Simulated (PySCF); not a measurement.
CrF4, SMILES [F][Cr]([F])([F])[F] (connectivity only; charge and spin as stated), neutral, multiplicity 3.

Geometry: r2SCAN-D4/def2-SVP. The multiplicity is an assumed one; other spin states were not compared.

Computed with PySCF with PBE/def2-TZVP.

Computed frontier levels, dipole moment and polarisability:
```json
{
 "α spin, highest occupied and lowest empty level": "-6.96 and -5.03 eV",
 "β spin, highest occupied and lowest empty level": "-10.47 and -4.66 eV",
 "dipole_moment": "0.000 e·Å",
 "quadrupole, principal values (traceless, Buckingham form, about the centre of nuclear charge)": "0.00, 0.00, 0.00 D·Å",
 "mean_static_polarisability": "32.3 bohr³ (4.79 Å³)",
 "polarisability_principal_values": "32.3, 32.3, 32.3 bohr³",
 "⟨S²⟩": "2.009 (pure state 2.00)"
}
```
